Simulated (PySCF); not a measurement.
# Substituent chemical shifts

Parent skeleton `[CH2:1]=[C:2]([CH3:3])[SiH2:4][CH2:5][F:6]`; one hydrogen on atom 5 is replaced by X. Hydrogens on one atom are averaged.

- shielding tensors at PBE0/pcSseg-1 (GIAO)
- GFN2-xTB structure
- program: PySCF
- equivalent nuclei averaged, a single conformation, in vacuum, no relativistic terms

Shifts are taken against calculated references (same method and geometry level): TMS for 13C (186.93 ppm) and 29Si (349.16 ppm) and 1H (31.72 ppm); 19F (170.95 ppm) vs CFCl3.

Parent (X = H): C1 136.0, C2 151.7, C3 28.1, Si4 -44.3, C5 81.1, F6 -299.9, H(C1) 5.91, H(C3) 2.17, H(Si4) 4.35 ppm. Effects are Δδ = δ(X) − δ(H), positive for deshielding.

Task: Give Δδ (ppm) for X = CH3, ethynyl, SCH3, Cl, CH=NMe, OC2H5, OCHF2, COOH, CF3.

Result: 
```csv
X,SMILES,C1,C2,C3,Si4,C5,F6,H(C1),H(C3),H(Si4)
CH3,C=C(C)[SiH2][C@@H](C)F,-1.6,-1.1,+0.4,+0.3,+4.9,+50.7,-0.20,-0.15,+0.00
ethynyl,C#C[C@H](F)[SiH2]C(=C)C,+1.7,-2.6,+0.4,+7.8,-1.5,+50.7,+0.06,+0.07,+0.16
SCH3,C=C(C)[SiH2][C@@H](F)SC,+1.2,-5.2,-0.5,-3.4,+17.3,+70.3,+0.17,-0.15,+0.03
Cl,C=C(C)[SiH2][C@H](F)Cl,+1.6,-4.5,-0.9,+2.4,+24.7,+110.4,+0.12,-0.17,+0.03
CH=NMe,C=C(C)[SiH2][C@@H](F)/C=N\C,+3.0,-4.9,+1.5,-7.6,+8.8,+34.9,+0.03,+0.01,+0.03
OC2H5,C=C(C)[SiH2][C@H](F)OCC,+1.0,-1.6,-0.4,+1.9,+37.6,+127.3,+0.01,-0.05,-0.03
OCHF2,C=C(C)[SiH2][C@@H](F)OC(F)F,+3.2,-3.4,+0.2,+3.7,+31.7,+114.3,+0.11,+0.03,+0.10
COOH,C=C(C)[SiH2][C@H](F)C(=O)O,+5.9,-8.4,-0.1,+2.7,+5.8,+45.4,+0.50,-0.16,+0.20
CF3,C=C(C)[SiH2][C@H](F)C(F)(F)F,+2.3,-2.3,+0.1,+2.3,+9.9,+31.4,+0.12,+0.03,+0.21
```

Task: Which position responds most, and to which substituents?

Result: F6: from +31.4 ppm with CF3 to +127.3 ppm with OC2H5.

Unscaled 19F shifts against computed CFCl3 carry errors that often reach 10 to 50 ppm.
